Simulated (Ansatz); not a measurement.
`C[S][Al]([CH3])[Cl]` + H₂ → `C[S][AlH][Cl]` + CH₄ at 600 K and 1 bar (hydrogenolysis of the Al–C bond).

Calculated with Ansatz (gas phase, PBE0-D4/def2-TZVP geometries, no zero-point term in ΔE). CCSD(T)/CBS adds triple-zeta CCSD(T) − MP2 to the extrapolated MP2 energy (def2 sets, frozen cores). This one scheme is used for every species. One conformer a species, not always the lowest.

| species | CCSD(T)/CBS energy (Eh) | H − E (kJ/mol) | S (J/(mol·K)) |
| --- | --- | --- | --- |
| `C[S][Al]([CH3])[Cl]` | -1179.41428 | 270.9 | 497.8 |
| H₂ | -1.17544 | 43.9 | 150.8 |
| `C[S][AlH][Cl]` | -1140.13367 | 178.8 | 421.8 |
| CH₄ | -40.46206 | 140.4 | 215.7 |

H − E and S are ideal-gas, rigid-rotor, harmonic terms from PBE0-D4/def2-TZVP, for one conformer and one mirror image of each species. The MP2-based limit puts H₂ 0.8 mEh under its directly extrapolated value; such offsets cancel only in part. 1 Eh = 2625.50 kJ/mol, R = 8.31446 J/(mol·K).

Q: By hand: ΔE, ΔH, ΔS and ΔG.

A: ΔE = (-1140.13367) + (-40.46206) − (-1179.41428) − (-1.17544) = -0.00601 Eh = -15.8 kJ/mol. Δ(H − E) = 178.8 + 140.4 − 270.9 − 43.9 = 4.4, so ΔH = -11.4 kJ/mol. ΔS = 421.8 + 215.7 − 497.8 − 150.8 = -11.1 J/(mol·K). ΔG = -11.4 − 600 × (-11.1)/1000 = -4.7 kJ/mol.

Q: By hand: the equilibrium constant, and the temperature at which ΔG would vanish if ΔH and ΔS stayed fixed.

A: log₁₀ K = −ΔG/(RT ln 10) = 0.4. ΔG = 0 at ΔH/ΔS = 1027 K, though so small a ΔS makes that figure unsure.

TΔS isn't small against ΔH here. The sign of ΔG lies within the doubt. A doubt of 5 kJ/mol in ΔE shifts log₁₀ K by 0.4 here. Other conformers and mirror images would add mixing entropy, several J/(mol·K) or more a flexible species. Modes under 60 cm⁻¹, often nearly free rotors, make the harmonic entropy too high. These are equilibria of isolated gas molecules and say nothing of rates. Largest T1 diagnostic: 0.010 (customary marks: 0.02 for closed shells, 0.045 for open ones).
